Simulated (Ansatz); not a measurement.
Species: CH3Si, charge 0, doublet. CH3Si (SMILES C=[SiH], doublet).
B3LYP-D3(BJ)/def2-TZVP minimum from Ansatz (a program for electronic structure):
```
C
H 1 1.0812
H 1 1.0862 2 115.98
Si 1 1.7070 2 123.86 3 180.00
H 4 1.4946 1 121.17 2 -180.00
```
Charge 0, spin multiplicity 2.

Total energies in cc-pV(T+d)Z, 11 correlated electrons, 6 frozen orbitals. Open shells are spin-unrestricted; no spin-orbit coupling. Cores are frozen in correlated methods. No relativity. The UHF reference of CH3Si (C=[SiH], doublet) is spin-contaminated (<S^2> up to 0.44 over the pure value in the sets run).

```csv
method,program,energy (Eh),minus CCSDT(Q) (mEh)
HF,Ansatz,-328.47806,304.29
MP2,Ansatz,-328.72443,57.91
CCSD,Ansatz,-328.76524,17.11
CCSD(T),Ansatz,-328.77897,3.38
CCSDT(Q),Ansatz,-328.78234,0.00
```

Rough core times of Ansatz's runs on a shared machine: CCSD(T) 30 s, CCSDT(Q) 20 min.
